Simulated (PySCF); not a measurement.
A species of formula C7H5NSi has this rotational fingerprint, computed with CAM-B3LYP/def2-SVPD in PySCF (dipole) on a GFN2-xTB geometry, gas phase:

| Property | Result |
| --- | --- |
| Rotational constants | A = 2744, B = 903.4, C = 685.2 MHz |
| Dipole components | \|μa\| = 4.20 D, \|μb\| = 2.33 D, \|μc\| = 0.00 D |
| Inertial defect | -6.08 u·Å² |
| κ | -0.79 |

Question: Which candidate fits, each taken in the one conformer that was computed?
A. `[CH:1]#[C:2]/[CH:3]=[C:4](/[C:5]#[CH:6])[SiH2:7][C:8]#[N:9]` with C3–C4–Si7–C8 56°
B. `C#C[Si@@H]1[C@@H](C#N)C12C=C2`
C. `C1(C#C)=CC=C[Si@@H]1C#N`
D. `C#CC1=C[SiH2]C(C#N)=C1`
E. `C#CC#C/C([SiH3])=C/C#N`
F. `[CH:1]#[C:2]/[CH:3]=[C:4](\[C:5]#[CH:6])[SiH2:7][C:8]#[N:9]` with C3–C4–Si7–C8 -116°

Answer: D. It is C#CC1=C[SiH2]C(C#N)=C1, an asymmetric top, point group Cs. The candidates at the same level (rigid rotor, commonest isotopes):

| SMILES | A (MHz) | B (MHz) | C (MHz) | μa (D) | μb (D) | μc (D) | Δ (u·Å²) | point group | rotor |
| --- | --- | --- | --- | --- | --- | --- | --- | --- | --- |
| C#CC1=C[SiH2]C(C#N)=C1 | 2744 | 903.4 | 685.2 | 4.20 | 2.33 | 0.00 | -6.08 | Cs | asymmetric top |
| C#C/C=C(/C#C)[SiH2]C#N | 1874 | 1071 | 773.7 | 2.63 | 1.24 | 1.95 | -88.26 | C1 | asymmetric top |
| C#C/C=C(\C#C)[SiH2]C#N | 2442 | 771.3 | 683.9 | 3.03 | 1.19 | 2.32 | -123.23 | C1 | near-prolate asymmetric top |
| C#CC#C/C([SiH3])=C/C#N | 3320 | 582.9 | 498.8 | 3.83 | 0.54 | 0.00 | -5.92 | Cs | near-prolate asymmetric top |
| C#C[Si@@H]1[C@@H](C#N)C12C=C2 | 2142 | 1030 | 778.2 | 4.12 | 3.39 | 0.35 | -77.35 | C1 | asymmetric top |
| C#CC1=CC=C[Si@@H]1C#N | 1664 | 1349 | 836.0 | 2.07 | 3.21 | 1.42 | -73.84 | C1 | asymmetric top |

`C#C/C=C(\C#C)[SiH2]C#N` has B 15 % too low; `C#C[Si@@H]1[C@@H](C#N)C12C=C2` has A 22 % too low; `C#CC1=CC=C[Si@@H]1C#N` has B 49 % too high; `C#C/C=C(/C#C)[SiH2]C#N` has A 32 % too low; `C#CC#C/C([SiH3])=C/C#N` has B 35 % too low. In the right answer the mirror of this Cs structure is the ab plane, so μc vanishes by symmetry. No structure here is proved a minimum.
